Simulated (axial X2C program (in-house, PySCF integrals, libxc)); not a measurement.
What spin–orbit coupling does to SrCr

Calculated with an in-house all-electron X2C program for linear molecules (integrals from PySCF). Spin-free means the one-electron spin-free X2C Hamiltonian; two-component (2c) means X2C with spin–orbit coupling and atomic mean-field two-electron Coulomb and Gaunt terms, so the difference of the two also holds small scalar two-electron terms. Basis: Sr dyall-cv3z [13s12p8d5f1g], Cr dyall-cv3z [9s10p6d3f2g] (cores contracted in-house); Gaussian nuclei, density fitting, unrestricted open shells. Masses: Sr 87.906 u, Cr 51.941 u.

Spin-free state: M_S = 3, Λ = 0 (beyond evenly filled blocks: 2 × σα, π+α, π-α, δ+α, δ-α); fragments Sr + Cr.

```json
{"level": "PBE0", "Re (Å)": "3.343", "ωe (cm⁻¹)": "100.0", "De (eV)": "0.454", "μ (D)": "-0.84"}
{"level": "MP2", "Re (Å)": "3.492", "ωe (cm⁻¹)": "88.7", "De (eV)": "0.216", "μ (D)": "n/a"}
{"level": "CCSD", "Re (Å)": "3.440", "ωe (cm⁻¹)": "94.1", "De (eV)": "0.323", "μ (D)": "n/a"}
{"level": "CCSD(T)", "Re (Å)": "3.374", "ωe (cm⁻¹)": "101.9", "De (eV)": "0.405", "μ (D)": "n/a"}
{"level": "LDA", "Re (Å)": "3.087", "ωe (cm⁻¹)": "129.2", "De (eV)": "0.868", "μ (D)": "-1.61"}
```

Correlated methods: 8 electrons correlated (number of frozen shells: Sr 4 s, 3 p, 1 d; Cr 3 s, 2 p), 328 virtual spin orbitals or spinors in MP2, 90 natural virtuals in coupled cluster.

Dipoles are positive if Cr is the positive end.

Two-component determinant lowest at the distance of the search:

Ω = 3 (⟨Sz⟩ = 3.00, ⟨Lz⟩ = 0.00 at HF); fragments Sr + Cr.

```
  level  Re (Å)  ωe (cm⁻¹)  De (eV)  μ (D)
   PBE0   3.343       99.9    0.454  -0.84
    MP2   3.494       88.5    0.214    n/a
   CCSD   3.441       93.9    0.322    n/a
CCSD(T)   3.375      101.8    0.404    n/a
    LDA   3.087      129.1    0.867  -1.60
```

(1) From the two tables, how do the constants change at the CCSD(T) level (2c against spin-free)?

The state is a single determinant with fixed occupations, the lowest that a limited PBE0 search found. De is counted from the lowest determinant-based energies of the atoms at the same level, without counterpoise correction. Density functionals use the spin component along the axis (collinear). CCSD and (T) use frozen natural virtuals with an MP2 correction for the truncation; (T) itself is uncorrected, so its De runs slightly low. Other states lie close and PBE0, whose exact exchange favours high spin, may order them wrongly; the determinant shown need not be the ground state. The nearest other spin-free determinant of the search, M_S = 2, Λ = 0, lies 0.47 eV up at the distance of the search. With several unpaired electrons one determinant need not be a pure state. The outer-core s and p shells of the metal are frozen in the correlated rows, which leaves out core–valence correlation; for alkali and alkaline-earth bonds that tends to lengthen them. Open-shell Ω = 0 determinants with evenly filled partner blocks cannot be reached by this program, so the Ω shown need not be the lowest component. The determinant is spin-polarised beyond a pure state at some levels (its spin-free form has ⟨S²⟩ too high), which makes Re and μ there less reliable. The T1 diagnostic is large, a sign of multireference character. With the outer-core shells frozen, correlated bond lengths of heavy atoms tend to come out a few hundredths of an ångström too long.

Answers

(1) At the CCSD(T) level Re rises by 0.001 Å and ωe stays the same within 0.2 cm⁻¹; De changes by -0.001 eV.
